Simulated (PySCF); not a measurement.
C2H5N, charge -1, doublet, at a GFN2-xTB geometry (a state made from the parent by changing its charge; the spin is typed, not shown lowest) (in this run its highest filled SCF level lies above zero, so its values depend strongly on the basis, on diffuse functions most of all); PySCF with CAMB3LYP/cc-pVDZ.

Here is a job for PySCF.
```python
from pyscf import gto, scf, dft

mol = gto.M(
    atom='''
C     1.06928149   -0.35955971    0.02087445
N    -0.05456767    0.36781163    0.45848150
C    -1.15607006    0.24273579   -0.36293770
H     1.58101274    0.06926463   -0.88808148
H     1.83344785   -0.37771953    0.81756318
H     0.86242092   -1.43185037   -0.25794743
H    -1.28456639   -0.70105407   -0.94261144
H    -2.08960997    0.56762135    0.11408616
''',
    basis='cc-pvdz',
    charge=-1,
    spin=1,
    verbose=4,
)

mf = dft.UKS(mol)
mf.xc = 'camb3lyp'
mf.kernel()
```

It wrote (shortened):

```
PySCF version 2.14.0

[INPUT] verbose = 4
[INPUT] num. atoms = 8
[INPUT] num. electrons = 25
[INPUT] charge = -1
[INPUT] spin (= nelec alpha-beta = 2S) = 1
[INPUT] symmetry False subgroup None
[INPUT] Mole.unit = angstrom
[INPUT] Symbol           X                Y                Z      unit          X                Y                Z       unit  Magmom
[INPUT]  1 C      1.069281490000  -0.359559710000   0.020874450000 AA    2.020649166167  -0.679469377328   0.039446993501 Bohr   0.0
[INPUT]  2 N     -0.054567670000   0.367811630000   0.458481500000 AA   -0.103117951556   0.695063246130   0.866404468180 Bohr   0.0
[INPUT]  3 C     -1.156070060000   0.242735790000  -0.362937700000 AA   -2.184655794209   0.458704163730  -0.685852853280 Bohr   0.0
[INPUT]  4 H      1.581012740000   0.069264630000  -0.888081480000 AA    2.987681078048   0.130891180819  -1.678230773498 Bohr   0.0
[INPUT]  5 H      1.833447850000  -0.377719530000   0.817563180000 AA    3.464714300173  -0.713786463599   1.544970499728 Bohr   0.0
[INPUT]  6 H      0.862420920000  -1.431850370000  -0.257947430000 AA    1.629739342895  -2.705805050657  -0.487449997235 Bohr   0.0
[INPUT]  7 H     -1.284566390000  -0.701054070000  -0.942611440000 AA   -2.427478665921  -1.324800190812  -1.781277463482 Bohr   0.0
[INPUT]  8 H     -2.089609970000   0.567621350000   0.114086160000 AA   -3.948790550461   1.072648893956   0.215591597003 Bohr   0.0

nuclear repulsion = 70.7146833891052
number of shells = 30
number of NR pGTOs = 113
number of NR cGTOs = 67
basis = cc-pvdz
ecp = {}

******** <class 'pyscf.dft.uks.UKS'> ********
method = UKS
initial guess = minao
damping factor = 0
level_shift factor = 0
DIIS = <class 'pyscf.scf.diis.CDIIS'>
diis_start_cycle = 1
diis_space = 8
diis_damp = 0
SCF conv_tol = 1e-09
SCF conv_tol_grad = None
SCF max_cycles = 50
direct_scf = True
direct_scf_tol = 1e-13
number electrons alpha = 13  beta = 12
XC library pyscf.dft.libxc version 7.1.2
    S. Lehtola, C. Steigemann, M. J. T. Oliveira, and M. A. L. Marques,  SoftwareX 7, 1–5 (2018)
XC functionals = camb3lyp
    T. Yanai, D. P. Tew, and N. C. Handy,  Chem. Phys. Lett. 393, 51 (2004)
radial grids:
    Treutler-Ahlrichs [JCP 102, 346 (1995); DOI:10.1063/1.469408] (M4) radial grids

becke partition: Becke, JCP 88, 2547 (1988); DOI:10.1063/1.454033
pruning grids: <function nwchem_prune>
grids dens level: 3
symmetrized grids: False
atomic radii adjust function: <function treutler_atomic_radii_adjust>
small_rho_cutoff = 0
Set gradient conv threshold to 3.16228e-05
tot grids = 91184
init E= -133.891635179732

cycle= 1 E= -133.719107243117  delta_E= 0.173  |g|= 0.358  |ddm|= 1.85
cycle= 2 E= -133.702428101679  delta_E= 0.0167  |g|= 0.44  |ddm|= 1.38
cycle= 3 E= -133.795590559795  delta_E= -0.0932  |g|= 0.0482  |ddm|= 0.735
cycle= 4 E= -133.796494696717  delta_E= -0.000904  |g|= 0.0246  |ddm|= 0.0539
cycle= 5 E= -133.796802466949  delta_E= -0.000308  |g|= 0.00353  |ddm|= 0.0257
cycle= 6 E= -133.796817063806  delta_E= -1.46e-05  |g|= 0.00233  |ddm|= 0.00832
cycle= 7 E= -133.796822431343  delta_E= -5.37e-06  |g|= 0.000975  |ddm|= 0.00451
cycle= 8 E= -133.796824188261  delta_E= -1.76e-06  |g|= 0.000329  |ddm|= 0.00346
cycle= 9 E= -133.796824406536  delta_E= -2.18e-07  |g|= 0.00011  |ddm|= 0.00121
cycle= 10 E= -133.79682443171  delta_E= -2.52e-08  |g|= 3.46e-05  |ddm|= 0.000448
cycle= 11 E= -133.796824434723  delta_E= -3.01e-09  |g|= 7.38e-06  |ddm|= 0.000213
cycle= 12 E= -133.796824434857  delta_E= -1.33e-10  |g|= 4.87e-06  |ddm|= 5.76e-05
Extra cycle  E= -133.796824434878  delta_E= -2.1e-11  |g|= 5.1e-06  |ddm|= 2.64e-05
converged SCF energy = -133.796824434878  <S^2> = 0.75388549  2S+1 = 2.0038817
```
